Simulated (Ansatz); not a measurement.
CH6AlNS, SMILES `C[NH][AlH][SH]`. The species carries charge 0 and has multiplicity 1. The geometry is a stationary point of PBE0-D4/def2-TZVP. It is one conformer, not always the lowest.

```xyz
10

C    -0.862   -0.260   -1.061
N     0.109    0.665   -0.521
Al    1.047    0.628    0.975
S     0.858   -1.028    2.394
H    -0.546   -0.684   -2.021
H    -1.844    0.204   -1.207
H    -1.007   -1.099   -0.375
H     0.251    1.456   -1.132
H     2.039    1.810    1.295
H    -0.045   -1.692    1.653
```

**Question.** What is the dipole moment at r2SCAN/def2-TZVPP? (Estimate.)

**Answer.** Ansatz gave: 2.37 D, with components (-1.13, 0.28, -2.06) D in this frame, pointing from negative to positive charge.

**Question.** And with PBE, B3LYP, ωB97M-V? (Best estimate.)

**Answer.** Computed: PBE 2.33 D, B3LYP 2.29 D, ωB97M-V 2.26 D.

**Question.** Give the Mulliken charges with r2SCAN, B3LYP, ωB97M-V in def2-TZVPP. (Estimate.)

**Answer.** The calculation gave: 
| atom | r2SCAN | B3LYP | ωB97M-V |
| --- | --- | --- | --- |
| C1 | -0.03 | -0.17 | -0.22 |
| N2 | -0.37 | -0.32 | -0.31 |
| Al3 | 0.48 | 0.44 | 0.41 |
| S4 | -0.31 | -0.30 | -0.29 |
| H5 | 0.06 | 0.10 | 0.12 |
| H6 | 0.06 | 0.10 | 0.12 |
| H7 | 0.03 | 0.07 | 0.08 |
| H8 | 0.13 | 0.12 | 0.10 |
| H9 | -0.15 | -0.14 | -0.11 |
| H10 | 0.11 | 0.10 | 0.11 |

B3LYP here is the variant with VWN-RPA as its local correlation; programs differ in this.
